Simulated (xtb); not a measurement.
CuF, singlet, at a GFN2-xTB geometry (such geometries of metal compounds can be far from the true shape).

xtb was given this input:
```
$ xtb mol.xyz --gfn 0 --etemp 1000 --json

# file mol.xyz
2

Cu    -0.00000000    -0.00000000    -0.40615773
F      0.00000000     0.00000000     1.30873047
```

Q: Predict the HOMO-LUMO gap from GFN0-xTB (xtb).

A: 3.59 eV

Q: Predict the partial charges in atom order from GFN0-xTB.

A: Cu1 0.28, F2 -0.28

Q: Predict the total energy (a free energy at this electronic temperature) from GFN0-xTB.

A: -8.4474 Eh
